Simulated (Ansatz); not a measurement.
Ansatz (a first-principles code) input (CCSD(T)/def2-SVPD):

Ansatz 0.2 input:
```yaml
crystal:
  periodic: [false, false, false]
  atoms:
    - {symbol: Mg, position_ang: [-0.00000000, -0.00000000, -0.73136473]}
    - {symbol: O, position_ang: [0.00000000, 0.00000000, 1.09704709]}
basis:
  gaussian:
    orbitals: def2-SVPD
total_charge: 1
magnetization: {spin_polarized: true, initial_magnetization: 1}
correlation: {method: ccsd_t, electrons: outside_noble_gas}
output: {forces: true}
```

End of the output:

```
mean field evaluation 544: about -7451.2392 eV, gradient 6.7e-4 eV
mean field evaluation 576: about -7450.6606 eV, gradient 1.3e-2 eV
mean field evaluation 608: about -7450.4919 eV, gradient 9.9e-1 eV
mean field evaluation 640: about -7449.6495 eV, gradient 2.2e1 eV
mean field evaluation 672: about -7452.5819 eV, gradient 2.9e1 eV
mean field evaluation 704: about -7453.9003 eV, gradient 7.5e-4 eV
mean field evaluation 736: about -7454.6572 eV, gradient 3.1e-3 eV
mean field evaluation 768: about -7454.4095 eV, gradient 8.9e0 eV
mean field -7456.77640427 eV, -274.0314784725 hartree, gradient 1.8e-6 eV, S^2 0.767823; 15 other end points of the search recorded, 0 dependent functions left out
determinant -7456.77640427 eV, -274.0314784725 hartree, with singles and doubles -7461.59966401 eV, -274.2087299985 hartree
determinant -7455.75596401 eV, -273.9939779844 hartree, with singles and doubles -7460.58129032 eV, -274.1713054557 hartree
determinant -7455.64009158 eV, -273.9897197510 hartree, with singles and doubles -7459.01321573 eV, -274.1136797772 hartree
determinant -7454.65716216 eV, -273.9535977613 hartree, with singles and doubles -7458.36112580 eV, -274.0897159144 hartree
determinant -7453.90027750 eV, -273.9257827631 hartree, with singles and doubles -7457.54825135 eV, -274.0598433292 hartree
determinant -7453.74186193 eV, -273.9199610982 hartree, with singles and doubles -7458.58793801 eV, -274.0980511095 hartree
determinant -7456.77640427 eV, -274.0314784725 hartree, with singles and doubles -7461.60326192 eV, -274.2088622192 hartree
determinant -7455.75596401 eV, -273.9939779844 hartree, with singles and doubles -7460.58535298 eV, -274.1714547556 hartree
determinant -7455.64009158 eV, -273.9897197510 hartree, with singles and doubles -7459.02170643 eV, -274.1139918048 hartree
determinant -7454.65716216 eV, -273.9535977613 hartree, with singles and doubles -7458.35155102 eV, -274.0893640478 hartree
determinant -7453.90027750 eV, -273.9257827631 hartree, with singles and doubles -7457.54974212 eV, -274.0598981140 hartree
determinant -7453.74186193 eV, -273.9199610982 hartree, with singles and doubles -7458.59321959 eV, -274.0982452037 hartree
6 core orbitals not correlated
reference -7456.77640427 eV, -274.0314784725 hartree; 4, 3 occupied and 34, 35 virtual orbitals, 378 factors
densities: 0.10 GiB planned
second order -4.51572863 eV of doubles, -0.00000000 eV of singles
coupled cluster: 0.09 GiB planned
cycle   1  -4.82775898 eV  change   -9.0e-4 eV  update   2.4e-3
cycle   2  -4.82822239 eV  change   -4.6e-4 eV  update   1.8e-3
cycle   3  -4.82891092 eV  change   -6.9e-4 eV  update   1.4e-3
cycle   4  -4.82957274 eV  change   -6.6e-4 eV  update   4.4e-4
cycle   5  -4.83013761 eV  change   -5.6e-4 eV  update   2.4e-4
cycle   6  -4.83020360 eV  change   -6.6e-5 eV  update   1.0e-4
cycle   7  -4.83021479 eV  change   -1.1e-5 eV  update   6.1e-5
cycle   8  -4.83017595 eV  change    3.9e-5 eV  update   2.2e-5
cycle   9  -4.83015388 eV  change    2.2e-5 eV  update   1.1e-5
cycle  10  -4.83015395 eV  change   -7.1e-8 eV  update   4.4e-6
cycle  11  -4.83015578 eV  change   -1.8e-6 eV  update   1.5e-6
cycle  12  -4.83015681 eV  change   -1.0e-6 eV  update   7.0e-7
cycle  13  -4.83015668 eV  change    1.3e-7 eV  update   3.2e-7
perturbative correction -0.13204722 eV, -0.0048526460 hartree
the calculation of the forces begins
Total energy: -7461.73860818 eV, -274.2138361024 hartree
Atom 0 at    -0.000000    -0.000000    -0.731365 Å, force    -0.000000     0.000000    -0.585038 eV/Å
Atom 1 at     0.000000     0.000000     1.097047 Å, force     0.000000    -0.000000     0.585038 eV/Å
Dipole moment:     0.000000     0.000000    -1.843891 e Å
```
